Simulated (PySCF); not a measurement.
**Si3H9N**

The system: Si3H9N, a small molecule; neutral, singlet. The structure, one conformer, was relaxed in the gas phase by PBE0-D3(BJ)/def2-SVP. No frequency run checks that it is a minimum.

SMILES: [SiH3]N([SiH3])[SiH3]

```xyz
13

Si   -1.226    1.124   -0.574
N     0.001    0.003   -0.013
Si   -0.298   -0.983    1.406
Si    1.516   -0.143   -0.886
H    -0.687    1.791   -1.799
H    -2.497    0.419   -0.921
H    -1.536    2.163    0.455
H     0.680   -0.688    2.497
H    -1.678   -0.665    1.882
H    -0.212   -2.441    1.089
H     1.318   -0.717   -2.252
H     2.396   -1.058   -0.097
H     2.186    1.185   -1.032
```
Atom numbers follow the order of the file, from 1.

Shieldings: GIAO PBE0/pcSseg-2. Shifts are against computed references at the same level: H TMS (σ 31.24 ppm), Si TMS (σ 341.3 ppm). Core levels by delta-SCF with SCAN, pcX-2 on the ionised atom and pcseg-1 elsewhere, spin-free X2C (2p3/2 is the spin-free 2p value less a third of a first-order spin-orbit splitting); from the vacuum level, for chosen atoms.

Question: Give the NMR and core-level values of the distinct atoms.

Answer: 
| atoms | bonded to | σ (ppm) | δ (ppm) | core level (eV) |
| --- | --- | --- | --- | --- |
| Si1 | 1 N + 3 H | 386.5 | -45.2 | 2p3/2 107.18 |
| N2 | 3 Si | 281.9 | - | 1s 403.91 |
| Si3 | 1 N + 3 H | 386.8 | -45.5 | 2p3/2 107.19 |
| Si4 | 1 N + 3 H | 386.6 | -45.3 | 2p3/2 107.20 |
| H5 H6 H7 | 1 Si | 26.50 | 4.75 | - |
| H8 H9 H10 | 1 Si | 26.50 | 4.74 | - |
| H11 H12 H13 | 1 Si | 26.50 | 4.74 | - |

Values are those of this one static structure, with the three H of a rotating XH3 group averaged; atoms that internal rotation interchanges would show their mean in an NMR spectrum.

Question: By CAM-B3LYP/def2-SVPD (TDDFT singlets, Tamm-Dancoff triplets, ionisation by delta-SCF), where does absorption start, and what does vertical ionisation take?

Answer: The first singlet with intensity lies at 7.25 eV (f 0.083); what lies below it is dark. The lowest singlet lies at 6.17 eV (f 0.000), the strongest of the first 6 at 7.25 eV (f 0.083), the lowest triplet at 5.84 eV; vertical ionisation takes 9.49 eV.
